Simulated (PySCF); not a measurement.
Computed shifts of a molecule ClH6NSi2, PySCF with KT2/pcSseg-1, GIAO, gas phase, atoms alike by connectivity averaged where their shifts nearly agree, in ppm (number of nuclei): ²⁹Si: -20.3 (1), -48.3 (1). ¹⁵N: -5.3 (1). ¹H: 5.51 (1), 5.38 (1), 5.30 (2), 0.46 (1), -0.24 (1). References: ²⁹Si against TMS (σ = 361.9 ppm); ³⁵Cl against HCl (σ = 945.4 ppm); ¹⁵N against NH3 (σ = 266.2 ppm); ¹H against TMS (σ = 31.47 ppm), references at their B3LYP-D3(BJ)/def2-TZVP geometries, non-relativistic (without spin–orbit terms, shifts of atoms bonded to Cl or Br come out too high). Geometry optimised at B3LYP-D3(BJ)/def2-SVP. The values are those of a single conformer.

Q: Which structure fits?
A) N[Si@@H]([SiH3])Cl
B) [SiH3]N[SiH2]Cl
C) N[SiH2][SiH2]Cl

A: C, N[SiH2][SiH2]Cl
